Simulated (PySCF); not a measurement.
All numbers come from PBE0/[Rh def2-TZVP with ECP28, H def2-TZVP], scalar-relativistic core potentials, density fitting, no spin–orbit coupling, PySCF. Open shells, if any, are unrestricted.

What spin state, shape and geometry does isolated RhH₃ take (every ligand bound to Rh)?

Formally Rh is in oxidation state +3, d6, with 0 unpaired electrons (the high-spin count would be 4). The polar-tensor charge on Rh, 0.42, is far below the formal one. The lowest minimum found is a singlet of C3v symmetry with Rh–H 1.505 Å (×3); H–Rh–H 83.1° (×3). Its harmonic wavenumbers are 742 (e), 773 (a1), 2279 (e), 2352 (a1) cm⁻¹ and its dipole moment is 2.49 D.

Other isomers or separated fragments may lie lower.
